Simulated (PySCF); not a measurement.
C3H9ClGe, charge +1, doublet, geometry from GFN2-xTB (a state made from the parent by changing its charge; the spin is typed, not shown lowest). Base run: M062X/6-31G run with PySCF.

Geometry (Å):
```xyz
14

C     -0.7983     1.6335    -1.1426
Ge    -0.0703     0.0277    -0.2323
C      1.6369    -0.8035    -1.0453
C     -1.2406    -1.6735    -0.2786
Cl     0.3555     0.4061     1.7951
H     -1.0130     1.4227    -2.1875
H     -1.7145     1.9529    -0.6472
H     -0.0773     2.4480    -1.0835
H      1.9670    -1.6240    -0.4163
H      1.4010    -1.1394    -2.0498
H      2.3627     0.0050    -1.0543
H     -1.3565    -1.9731    -1.3151
H     -2.1884    -1.3710     0.1583
H     -0.7633    -2.4496     0.3111
```
Charge +1, spin multiplicity 2.
Orbitals are unrestricted.
All else is at PySCF's defaults.
Base energy -2656.15244 Eh.

Variants of this job, named by their change:

```json
[
 {"change": "base", "ΔE vs base (mEh)": "0.000", "grid points": "170152", "electrons on the grid": "75.00002", "outcome": "converged"},
 {"change": "grids.level = 7", "ΔE vs base (mEh)": "0.013", "grid points": "883240", "electrons on the grid": "75.00000", "outcome": "converged"},
 {"change": "grids.atom_grid = (99, 590)", "ΔE vs base (mEh)": "0.022", "grid points": "451368", "electrons on the grid": "75.00000", "outcome": "converged"},
 {"change": "grids.prune = off", "ΔE vs base (mEh)": "0.000", "grid points": "277632", "electrons on the grid": "75.00002", "outcome": "converged"},
 {"change": "grids.becke_scheme = stratmann", "ΔE vs base (mEh)": "0.002", "grid points": "170152", "electrons on the grid": "75.00002", "outcome": "converged"},
 {"change": "grids.atom_grid = (50, 194)", "ΔE vs base (mEh)": "7.215", "grid points": "92016", "electrons on the grid": "74.99998", "outcome": "converged"},
 {"change": "grids.prune = dft.gen_grid.sg1_prune", "ΔE vs base (mEh)": "-", "grid points": "-", "electrons on the grid": "-", "outcome": "input refused"},
 {"change": "small_rho_cutoff = 0", "ΔE vs base (mEh)": "0.000", "grid points": "170152", "electrons on the grid": "75.00002", "outcome": "converged"},
 {"change": "grids.level = 0", "ΔE vs base (mEh)": "149.9", "grid points": "12912", "electrons on the grid": "75.02165", "outcome": "converged"},
 {"change": "grids.radi_method = gauss_chebyshev", "ΔE vs base (mEh)": "-0.043", "grid points": "166744", "electrons on the grid": "75.00002", "outcome": "converged"},
 {"change": "grids.atom_grid = (150, 974)", "ΔE vs base (mEh)": "0.012", "grid points": "1127520", "electrons on the grid": "75.00000", "outcome": "converged"}
]
```

Open shells are given as the SCF converged; they aren't shown to be the lowest states, and a large step between rows can be another state.

- grids.prune = dft.gen_grid.sg1_prune: ended with `IndexError: index 32 is out of bounds for axis 0 with size 19`
